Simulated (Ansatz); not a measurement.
Job for Ansatz (a program for electronic structure): R-wB97M-V/def2-TZVPPD on C3H6F2 (a complex), monomers drawn apart or pushed together. Files ending in .json are basis or fitting sets from the Basis Set Exchange.

Ansatz 0.2 input:
```yaml
crystal:
  periodic: [false, false, false]
  atoms:
    - {symbol: C, position_ang: [0.36766658, 0.66827527, -0.22414263]}
    - {symbol: F, position_ang: [-1.00917104, 0.55200367, -0.02614237]}
    - {symbol: H, position_ang: [0.58069407, 1.67532978, -0.58369717]}
    - {symbol: H, position_ang: [0.87130459, 0.48736240, 0.72435410]}
    - {symbol: H, position_ang: [0.67317594, -0.07022206, -0.96585117]}
    - {symbol: C, position_ang: [-1.34245886, -0.19648118, 3.02877541]}
    - {symbol: C, position_ang: [-0.15837629, -0.24242878, 3.60213745]}
    - {symbol: F, position_ang: [0.98201089, 0.01703448, 2.91954100]}
    - {symbol: H, position_ang: [-1.46521123, 0.05080370, 1.98316413]}
    - {symbol: H, position_ang: [-2.21781612, -0.41304503, 3.62361147]}
    - {symbol: H, position_ang: [0.04803644, -0.48030649, 4.63708940]}
basis:
  gaussian:
    orbitals: def2-TZVPPD.json
hamiltonian:
  xc: {name: wB97M-V}
scf: {lower_state_search: off}
```

The head of its log:

```
WARN ansatz: RAYON_NUM_THREADS=1 ignored (pool sized by the plan → 1); use --threads N
Functional definition: wB97M-V
these checks for a lower state are left out or cut short: stability, starts, cluster_reference, orbital_swaps, neighbouring_geometries, increment
integrals: 0.28 GiB planned
1270 factors; their error is unknown
integrals: 0.31 GiB planned
401 factors; integrals over basis functions are off by at most 2.0e-5 eV
mean field: 1.76 GiB planned
mean field evaluation 1: about -8638.5784 eV, gradient 4.2e1 eV
mean field evaluation 2: about -8640.2801 eV, gradient 3.2e1 eV
```

Question: Give the final energy of this run.

Answer: -317.5892 hartree.
